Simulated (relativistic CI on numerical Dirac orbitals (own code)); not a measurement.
Forbidden transitions in Pt⁴⁴⁺

These numbers are calculated, not measured: Dirac-Coulomb-Breit CI, orbitals from a KLI potential per configuration, model QED (radiative potential, 1s self-energy scaled to tabulated hydrogen-like ionisation energies), unscaled Slater integrals (own radial code, finite nucleus).

Configurations in the expansion (outside the closed core [Ar] 3d10): 4s2.4p4, 4s.4p5, 4s2.4p3.4d, 4p6, 4s.4p4.4d, 4s2.4p3.4f, 4s.4p4.4f, 4p5.4d, 4s.4p3.4d2, 4s2.4p2.4d.4f, 4p5.4f, 4p4.4d.4f, 4s.4p3.4f2, 4s2.4p3.5s, 4p5.5s, 4s2.4p3.5p, 4s.4p3.4d.5s, 4s2.4p2.4f.5s, 4s.4p4.5s, 4s2.4p3.5d, 4s.4p4.5p, 4s2.4p3.5f, 4s2.4p3.5g, 4s.4p4.5d, 4p4.4f.5s, 4s.4p4.5f, 4s2.4p3.6s, 4s2.4p2.4d2, 4s2.4p.4d3, 4s.4p2.4d3, 4s2.4p.4d2.4f, 4s.4p2.4d2.4f, 4s2.4p.4d2.5s, 4p4.4d2, 4p3.4d3, 4p3.4d2.4f, 4p3.4d2.5s, 4s2.4p2.4d.5s, 4s.4p2.4d2.5s, 4s2.4p.4d.4f.5s, 4s.4p2.4d.4f.5s, 4s2.4p.4d.5s2, 4p4.4d.5s, 4p3.4d.4f.5s, 4p3.4d.5s2, 4s2.4p2.5s2, 4s.4p2.4d.5s2, 4s2.4p.4f.5s2, 4s.4p2.4f.5s2. Double excitations out of closed p, d and f shells are left out; levels of such configurations are missing from the list, as are those of other unlisted configurations, and high levels can miss mixing partners. These lack a partner that the ground configuration has and come out too high: 4s2.4p3.5p, 4s2.4p3.5d, 4s.4p4.5p, 4s2.4p3.5f, 4s2.4p3.5g.

| λ vac (nm) | Lower | Upper | Type | A (s⁻¹) | gf | Branching (%) |
| --- | --- | --- | --- | --- | --- | --- |
| 6.3459 | 4s2.4p4 3P_2 [1] | 4s2.4p3.4d 3F°_4 [9] | M2 | 1.01e+04 | 5.50e-08 | 10.4 |
| 9.2197 | 4s2.4p3.4d 3D°_3 [22] | 4s2.4p3.4d 3F°_4 [77] | M1 | 8.07e+05 | 9.25e-06 | 2.4 |
| 9.3824 | 4s2.4p3.4d 5D°_4 [24] | 4s2.4p3.4d 3F°_4 [77] | M1 | 1.35e+07 | 1.60e-04 | 40.5 |
| 9.4190 | 4s2.4p3.4d 3D°_3 [26] | 4s2.4p3.4d 3F°_4 [77] | M1 | 2.79e+06 | 3.34e-05 | 8.4 |
| 9.4271 | 4s2.4p4 3P_1 [3] | 4s2.4p4 3P_0 [15] | M1 | 3.93e+07 | 5.24e-05 | 81.0 |
| 9.7202 | 4s2.4p4 3P_2 [1] | 4s2.4p4 1D_2 [4] | E2 | 8.06e+05 | 5.71e-06 | 8.0 |
| 9.7202 | 4s2.4p4 3P_2 [1] | 4s2.4p4 1D_2 [4] | M1 | 9.08e+06 | 6.43e-05 | 90.4 |
| 9.7945 | 4s2.4p4 1D_2 [4] | 4s2.4p4 3P_0 [15] | E2 | 2.45e+06 | 3.52e-06 | 5.0 |
| 9.7976 | 4s2.4p3.4d 3D°_2 [5] | 4s2.4p3.4d 3G°_4 [20] | E2 | 2.15e+05 | 2.79e-06 | 6.4 |
| 9.8564 | 4s2.4p3.4d 3F°_4 [28] | 4s2.4p3.4d 3F°_4 [77] | M1 | 2.01e+06 | 2.63e-05 | 6.0 |
| 9.9576 | 4s2.4p3.4d 3F°_4 [9] | 4s2.4p3.4d 3G°_5 [30] | E2 | 4.43e+05 | 7.25e-06 | 12.6 |
| 9.9576 | 4s2.4p3.4d 3F°_4 [9] | 4s2.4p3.4d 3G°_5 [30] | M1 | 2.82e+06 | 4.61e-05 | 80.3 |
| 10.003 | 4s2.4p3.4d 3G°_5 [30] | 4s2.4p3.4d 3F°_4 [77] | M1 | 3.76e+06 | 5.08e-05 | 11.3 |
| 10.107 | 4s2.4p3.4d 3F°_4 [9] | 4s2.4p3.4d 3F°_4 [28] | E2 | 3.06e+05 | 4.22e-06 | 8.3 |
| 10.107 | 4s2.4p3.4d 3F°_4 [9] | 4s2.4p3.4d 3F°_4 [28] | M1 | 1.75e+06 | 2.41e-05 | 47.6 |
| 10.111 | 4s2.4p4 3P_2 [1] | 4s2.4p4 3P_1 [3] | E2 | 5.12e+05 | 2.35e-06 | 2.6 |
| 10.111 | 4s2.4p4 3P_2 [1] | 4s2.4p4 3P_1 [3] | M1 | 1.46e+07 | 6.71e-05 | 73.2 |
| 10.142 | 4s2.4p3.4d 3F°_3 [8] | 4s2.4p3.4d 3G°_4 [20] | E2 | 4.50e+05 | 6.25e-06 | 13.4 |
| 10.142 | 4s2.4p3.4d 3F°_3 [8] | 4s2.4p3.4d 3G°_4 [20] | M1 | 2.59e+06 | 3.60e-05 | 77.3 |
| 10.257 | 4s2.4p3.4d 3D°_2 [10] | 4s2.4p3.4d 3F°_4 [28] | E2 | 2.56e+05 | 3.64e-06 | 7.0 |
| 10.660 | 4s2.4p3.4d 3F°_4 [9] | 4s2.4p3.4d 5D°_4 [24] | M1 | 1.08e+07 | 1.65e-04 | 70.0 |
| 11.004 | 4s2.4p4 1S_0 [2] | 4s2.4p4 3P_1 [3] | M1 | 4.82e+06 | 2.62e-05 | 24.2 |
| 11.117 | 4s2.4p3.4d 1F°_3 [33] | 4s2.4p3.4d 3F°_4 [77] | M1 | 1.45e+06 | 2.41e-05 | 4.3 |
| 11.370 | 4s2.4p3.4d 3D°_3 [11] | 4s2.4p3.4d 3G°_5 [30] | E2 | 1.26e+05 | 2.69e-06 | 3.6 |
| 11.565 | 4s2.4p3.4d 3D°_3 [11] | 4s2.4p3.4d 3F°_4 [28] | M1 | 1.17e+06 | 2.10e-05 | 31.8 |
| 12.175 | 4s2.4p3.4d 1F°_3 [37] | 4s2.4p3.4d 3F°_4 [77] | M1 | 3.45e+06 | 6.91e-05 | 10.4 |
| 12.294 | 4s2.4p3.4d 3D°_3 [11] | 4s2.4p3.4d 5D°_4 [24] | M1 | 4.20e+06 | 8.57e-05 | 27.3 |
| 42.640 | 4s2.4p3.4d 3F°_3 [19] | 4s2.4p3.4d 3F°_4 [28] | M1 | 7.39e+04 | 1.81e-05 | 2.0 |
| 47.253 | 4s2.4p3.4d 3G°_4 [20] | 4s2.4p3.4d 3G°_5 [30] | M1 | 1.03e+05 | 3.79e-05 | 2.9 |
| 51.723 | 4s2.4p3.4d 3F°_3 [8] | 4s2.4p3.4d 3F°_4 [9] | M1 | 8.70e+04 | 3.14e-05 | 89.5 |

Terms are leading LS components. Brackets give the number of a level in order of energy, since labels repeat. The list gives strong lines, with weight on those to low levels, among the lowest 400 of 10723 levels, so that lines to higher ones, which can be the strongest, are missing. Levels whose partners in the same complex of configurations lie outside the list can be far off, and so can their lines. Rates are taken at the computed energies, electric ones in the length gauge.

At this charge energies of transitions that change n are usually good to better than 1 %, and those within a shell (Δn = 0) to a few per cent.

LS names give the leading component of a level, which can be under half, so a name can repeat, a term be missing and a line seem to break the LS rules.
